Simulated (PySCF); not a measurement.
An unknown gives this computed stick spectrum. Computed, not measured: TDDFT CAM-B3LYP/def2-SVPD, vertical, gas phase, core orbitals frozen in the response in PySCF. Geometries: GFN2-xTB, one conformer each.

```
state  E (eV)       f  main configurations (H = HOMO, L = LUMO)
   S1    6.56   0.233                                 H→L (92%)
   S2    6.81  0.0009                               H-1→L (93%)
   S3    6.90   0.013     H→L+1 (58%), H→L+4 (22%), H→L+3 (16%)
   S4    7.25  0.0008                               H→L+2 (92%)
   S5    7.35  0.0030                               H-2→L (86%)
   S6    7.56   0.013     H→L+3 (50%), H→L+4 (33%), H→L+5 (12%)
   S7    7.61  0.0004                               H-3→L (80%)
   S8    7.69  0.0017                             H-1→L+3 (86%)
```

Triplets computed (Tamm–Dancoff): 4.17, 6.49, 6.78 eV.

Orbital energies (eV): HOMO-3 -10.73, HOMO-2 -10.00, HOMO-1 -9.48, HOMO -8.58, LUMO 0.83, LUMO+1 1.25, LUMO+2 1.35.

Question: Which structure fits? All have the formula C4H7ClSi.
A. `C[C@@H]1C=C1[SiH2]Cl`
B. `ClC/C=C1/C[SiH2]1`
C. `Cl[SiH]1CC(=C)C1`
D. `[SiH2]1/C(=C/CCl)C1`

Answer: C. Its S1, at 6.56 eV, is the highest among the candidates; the nearest of the others has S1 at 5.35 eV. S1 is HOMO→LUMO (92%). Löwdin shares by element: HOMO carbon 83% (atoms not listed hold the other 17%); LUMO carbon 34% or more, silicon 11%, chlorine 10% (atoms not listed hold the other 45%). At the same level the other candidates give, for their lowest levels:
- `ClC/C=C1\C[SiH2]1`: 5.18 eV (f 0.002); 6.24 eV (f 0.029); 6.31 eV (f 0.567); 6.56 eV (f 0.069); 6.67 eV (f 0.014); T1 3.97 eV; HOMO -8.70, LUMO 0.22 eV
- `ClC/C=C1/C[SiH2]1`: 5.21 eV (f 0.001); 6.11 eV (f 0.073); 6.33 eV (f 0.480); 6.58 eV (f 0.062); 6.63 eV (f 0.043); T1 3.95 eV; HOMO -8.80, LUMO 0.22 eV
- `C[C@@H]1C=C1[SiH2]Cl`: 5.35 eV (f 0.001); 5.80 eV (f 0.152); 6.71 eV (f 0.004); 7.08 eV (f 0.008); 7.30 eV (f 0.013); T1 3.72 eV; HOMO -8.78, LUMO 0.14 eV
